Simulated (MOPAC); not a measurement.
Input file for MOPAC: PM3 on 1,1-difluoroethane (SMILES CC(F)F), a point of a torsion scan.

```
PM3 1SCF PRECISE CHARGE=0 THREADS=1
C2H4F2

C     -0.79130498 1    -0.12607356 1    -0.00628959 1
C      0.71764980 1     0.04916606 1     0.02749535 1
F      1.12420877 1     0.94332720 1    -0.90982543 1
F      1.13086556 1     0.54168797 1     1.22093937 1
H     -1.16655972 1     0.20692782 1    -0.97014794 1
H     -1.06788806 1    -1.16091790 1     0.16276913 1
H     -1.24070935 1     0.49592881 1     0.76505860 1
H      1.28000986 1    -0.88017674 1    -0.15500421 1
```

Program output:

```
*******************************************************************************
 **                                                                           **
 **                              MOPAC v23.2.5                                **
 **                                                                           **
 *******************************************************************************
 ** MOPAC's Digital Object Identifier: https://doi.org/10.5281/zenodo.6511958 **
 **                                                                           **
 ** Please cite the open-source release paper for use of this MOPAC version:  **
 ** J. E. Moussa and J. J. P. Stewart (2026)                                  **
 ** MOPAC: An open-source semiempirical molecular orbital program             **
 ** J. Open Source Softw., 11(119), 8025, https://doi.org/10.21105/joss.08025 **
 *******************************************************************************

                              PM3 CALCULATION RESULTS

 *******************************************************************************
 *  PM3        - The PM3 Hamiltonian to be used
 *
 *
 *
 *                 CHARGE ON SYSTEM = 0
 *
 *
 *
 *  PRECISE    - TIGHTER CRITERIA TO BE USED
 *  1SCF       - DO 1 SCF AND THEN STOP
 *  THREADS=1  - MULTI-THREADING NOT USED
 *  T=         - A TIME OF 172800.0 SECONDS REQUESTED
 *  DUMP=N     - RESTART FILE WRITTEN EVERY 7200.0 SECONDS REQUESTED
 *******************************************************************************
PM3 1SCF PRECISE CHARGE=0 THREADS=1
 C2H4F2

   ATOM   CHEMICAL          X               Y               Z
  NUMBER   SYMBOL      (ANGSTROMS)     (ANGSTROMS)     (ANGSTROMS)

     1       C         -0.79130498  *  -0.12607356  *  -0.00628959  *
     2       C          0.71764980  *   0.04916606  *   0.02749535  *
     3       F          1.12420877  *   0.94332720  *  -0.90982543  *
     4       F          1.13086556  *   0.54168797  *   1.22093937  *
     5       H         -1.16655972  *   0.20692782  *  -0.97014794  *
     6       H         -1.06788806  *  -1.16091790  *   0.16276913  *
     7       H         -1.24070935  *   0.49592881  *   0.76505860  *
     8       H          1.28000986  *  -0.88017674  *  -0.15500421  *



          CARTESIAN COORDINATES

    NO.       ATOM           X           Y           Z

     1         C         -0.7913     -0.1261     -0.0063
     2         C          0.7176      0.0492      0.0275
     3         F          1.1242      0.9433     -0.9098
     4         F          1.1309      0.5417      1.2209
     5         H         -1.1666      0.2069     -0.9701
     6         H         -1.0679     -1.1609      0.1628
     7         H         -1.2407      0.4959      0.7651
     8         H          1.2800     -0.8802     -0.1550

  H: (PM3): J. J. P. STEWART, J. COMP. CHEM. 10, 209 (1989).
  C: (PM3): J. J. P. STEWART, J. COMP. CHEM. 10, 209 (1989).
  F: (PM3): J. J. P. STEWART, J. COMP. CHEM. 10, 209 (1989).

           Empirical Formula: C2 H4 F2  =     8 atoms



      MOLECULAR POINT GROUP   :   C1


      RHF CALCULATION, NO. OF DOUBLY OCCUPIED LEVELS = 13


 -------------------------------------------------------------------------------
 PM3 1SCF PRECISE CHARGE=0 THREADS=1
 C2H4F2



     1SCF WAS SPECIFIED, SO BFGS WAS NOT USED
     SCF FIELD WAS ACHIEVED


                              PM3 CALCULATION
                                                       MOPAC v23.2.5 Linux




          FINAL HEAT OF FORMATION =       -109.67774 KCAL/MOL =    -458.89165 KJ/MOL


          COSMO AREA              =         91.94 SQUARE ANGSTROMS
          COSMO VOLUME            =         74.43 CUBIC ANGSTROMS

          IONIZATION POTENTIAL    =         12.824415 EV
          HOMO LUMO ENERGIES (EV) =        -12.824  2.012
          NO. OF FILLED LEVELS    =         13
          MOLECULAR WEIGHT        =         66.0504         POINT GROUP:  C1

          MOLECULAR DIMENSIONS (Angstroms)

            Atom       Atom       Distance
            H     6    F     3     3.22236
            F     4    H     5     3.01397
            H     8    H     7     2.70800


          SCF CALCULATIONS        =          1





   ATOM   CHEMICAL          X               Y               Z
  NUMBER   SYMBOL      (ANGSTROMS)     (ANGSTROMS)     (ANGSTROMS)

     1       C         -0.79130498  *  -0.12607356  *  -0.00628959  *
     2       C          0.71764980  *   0.04916606  *   0.02749535  *
     3       F          1.12420877  *   0.94332720  *  -0.90982543  *
     4       F          1.13086556  *   0.54168797  *   1.22093937  *
     5       H         -1.16655972  *   0.20692782  *  -0.97014794  *
     6       H         -1.06788806  *  -1.16091790  *   0.16276913  *
     7       H         -1.24070935  *   0.49592881  *   0.76505860  *
     8       H          1.28000986  *  -0.88017674  *  -0.15500421  *

                             CARTESIAN COORDINATES

   1    C       -0.791304980    -0.126073560    -0.006289590
   2    C        0.717649800     0.049166060     0.027495350
   3    F        1.124208770     0.943327200    -0.909825430
   4    F        1.130865560     0.541687970     1.220939370
   5    H       -1.166559720     0.206927820    -0.970147940
   6    H       -1.067888060    -1.160917900     0.162769130
   7    H       -1.240709350     0.495928810     0.765058600
   8    H        1.280009860    -0.880176740    -0.155004210


           Empirical Formula: C2 H4 F2  =     8 atoms



      MOLECULAR POINT GROUP   :   C1


                  EIGENVALUES
 -35.57458 -26.71590 -23.45897 -20.14047 -18.91885 -18.21549 -18.18853 -16.52526
 -15.72268 -15.30779 -14.11441 -14.00624 -12.82442   2.01209   2.88937   3.00556
   3.22395   3.79217   4.07332   4.10488


              NET ATOMIC CHARGES AND DIPOLE CONTRIBUTIONS

  ATOM NO.   TYPE          CHARGE      No. of ELECS.   s-Pop       p-Pop
    1          C          -0.172438        4.1724     1.14631     3.02613
    2          C           0.204635        3.7954     1.16459     2.63077
    3          F          -0.149944        7.1499     1.77945     5.37050
    4          F          -0.147523        7.1475     1.77793     5.36959
    5          H           0.071867        0.9281     0.92813
    6          H           0.064163        0.9358     0.93584
    7          H           0.070086        0.9299     0.92991
    8          H           0.059153        0.9408     0.94085
 DIPOLE           X         Y         Z       TOTAL
 POINT-CHG.    -1.036    -1.280    -0.249     1.665
 HYBRID        -0.146    -0.270    -0.049     0.311
 SUM           -1.182    -1.550    -0.298     1.972


          ATOMIC ORBITAL ELECTRON POPULATIONS

     Atom    s        px        py        pz
    1  C   1.14631   0.94297   1.03521   1.04795
    2  C   1.16459   0.93886   0.91637   0.77555
    3  F   1.77945   1.92930   1.74071   1.70049
    4  F   1.77793   1.92730   1.90761   1.53468
    5  H   0.92813
    6  H   0.93584
    7  H   0.92991
    8  H   0.94085

 **********************
 *                    *
 * JOB ENDED NORMALLY *
 *                    *
 **********************




 == MOPAC DONE ==
```

The run finished.

Cost: about 0.020 core-seconds (a rough figure).
